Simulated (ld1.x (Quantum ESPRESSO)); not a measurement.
# antimony (Sb) TM: all-electron and pseudo phase curves

```json
{"Element": "antimony", "Generator": "ld1.x (Quantum ESPRESSO) 7.5", "Type": "norm-conserving Troullier–Martins (Kleinman–Bylander form)", "Functional": "LDA (PZ)", "Relativity": "non-relativistic", "Frozen core": "[Kr] 4d10", "Valence charge": "5", "Reference configuration": "5s1.5 5p3.5", "Partial waves": "5s (bound): rc 2.15 bohr; 5p (bound): rc 2.12 bohr", "Local potential": "all-electron potential smoothed inside 2.30 bohr (lloc = -1)", "Core correction": "Bessel-smoothed model core inside 1.25 bohr"}
```

The phase is arctan(r·u′/u) with u = r·R(r), unwrapped; energies in Ry, scanned from -3 to 5 Ry. A pole is an energy at which the radial function vanishes at the test radius. The pseudo phase is shifted by a multiple of π to meet the all-electron one at the reference energy, and phase errors are pseudo minus all-electron; the curves can meet again beyond the range given. Levels narrower than the energy grid can be missing from the lists of poles.

| channel | radius (bohr) | reference energy (Ry) | poles, all-electron | poles, pseudo | unbroken range about the reference energy with phases within 0.05 rad | phase error 1 Ry above the reference energy (rad) |
| --- | --- | --- | --- | --- | --- | --- |
| s | 2.49 | -0.92 | 0.73 | 0.59, 2.36 | below 1.1 | -0.009 |
| p | 2.49 | -0.39 | 1.92 | 1.69 | below 2.4 | -0.010 |

Phases in the s channel:

```json
{"E (Ry)": "-3.00", "all-electron": "1.232", "pseudo": "1.230"}
{"E (Ry)": "-2.76", "all-electron": "1.199", "pseudo": "1.196"}
{"E (Ry)": "-2.52", "all-electron": "1.155", "pseudo": "1.152"}
{"E (Ry)": "-2.28", "all-electron": "1.095", "pseudo": "1.091"}
{"E (Ry)": "-2.04", "all-electron": "1.005", "pseudo": "1.000"}
{"E (Ry)": "-1.80", "all-electron": "0.862", "pseudo": "0.856"}
{"E (Ry)": "-1.56", "all-electron": "0.608", "pseudo": "0.602"}
{"E (Ry)": "-1.32", "all-electron": "0.146", "pseudo": "0.141"}
{"E (Ry)": "-1.08", "all-electron": "-0.473", "pseudo": "-0.474"}
{"E (Ry)": "-0.84", "all-electron": "-0.927", "pseudo": "-0.927"}
{"E (Ry)": "-0.60", "all-electron": "-1.175", "pseudo": "-1.177"}
{"E (Ry)": "-0.36", "all-electron": "-1.317", "pseudo": "-1.321"}
{"E (Ry)": "-0.12", "all-electron": "-1.407", "pseudo": "-1.414"}
{"E (Ry)": "0.12", "all-electron": "-1.470", "pseudo": "-1.479"}
{"E (Ry)": "0.36", "all-electron": "-1.516", "pseudo": "-1.530"}
{"E (Ry)": "0.60", "all-electron": "-1.553", "pseudo": "-1.573"}
{"E (Ry)": "0.84", "all-electron": "-1.584", "pseudo": "-1.613"}
{"E (Ry)": "1.08", "all-electron": "-1.610", "pseudo": "-1.656"}
{"E (Ry)": "1.32", "all-electron": "-1.634", "pseudo": "-1.714"}
{"E (Ry)": "1.56", "all-electron": "-1.656", "pseudo": "-1.839"}
{"E (Ry)": "1.80", "all-electron": "-1.678", "pseudo": "-2.932"}
{"E (Ry)": "2.04", "all-electron": "-1.700", "pseudo": "-4.543"}
{"E (Ry)": "2.28", "all-electron": "-1.723", "pseudo": "-4.688"}
{"E (Ry)": "2.52", "all-electron": "-1.747", "pseudo": "-4.747"}
{"E (Ry)": "2.76", "all-electron": "-1.774", "pseudo": "-4.785"}
{"E (Ry)": "3.00", "all-electron": "-1.804", "pseudo": "-4.815"}
{"E (Ry)": "3.24", "all-electron": "-1.841", "pseudo": "-4.844"}
{"E (Ry)": "3.48", "all-electron": "-1.885", "pseudo": "-4.872"}
{"E (Ry)": "3.72", "all-electron": "-1.942", "pseudo": "-4.902"}
{"E (Ry)": "3.96", "all-electron": "-2.019", "pseudo": "-4.937"}
{"E (Ry)": "4.20", "all-electron": "-2.129", "pseudo": "-4.978"}
{"E (Ry)": "4.44", "all-electron": "-2.294", "pseudo": "-5.029"}
{"E (Ry)": "4.68", "all-electron": "-2.558", "pseudo": "-5.097"}
{"E (Ry)": "4.92", "all-electron": "-2.961", "pseudo": "-5.193"}
```
